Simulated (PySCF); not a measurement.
H8N2OSi2, SMILES N[Si@H]([SiH2]N)O. The structure is a stationary point at PBE0-D3(BJ)/def2-SVP. The structure was generated by enumeration; whether it is a known compound was not checked. One conformer was computed; it need not be the lowest.

Computed equilibrium geometry at PBE0-D3(BJ)/def2-SVP (PySCF confirms it by a frequency run) as bond lengths and angles (one conformer of several):
Atoms: N1 Si2 Si3 N4 O5 H6 H7 H8 H9 H10 H11 H12 H13. Bonds (Å): N1–Si2 1.745, N1–H6 1.015, N1–H7 1.016, Si2–Si3 2.342, Si2–H8 1.506, Si2–H9 1.496, Si3–N4 1.730, Si3–O5 1.677, Si3–H10 1.499, N4–H11 1.015, N4–H12 1.014, O5–H13 0.962. Bond angles (°): Si2–N1–H6 120.0, Si2–N1–H7 116.0, H6–N1–H7 110.7, N1–Si2–Si3 103.0, N1–Si2–H8 116.0, N1–Si2–H9 108.4, Si3–Si2–H8 111.0, Si3–Si2–H9 112.4, H8–Si2–H9 106.1, Si2–Si3–N4 103.1, Si2–Si3–O5 106.9, Si2–Si3–H10 116.4, N4–Si3–O5 117.7, N4–Si3–H10 105.2, O5–Si3–H10 108.0, Si3–N4–H11 118.4, Si3–N4–H12 122.6, H11–N4–H12 111.6, Si3–O5–H13 116.1.
Charge 0, spin multiplicity 1.
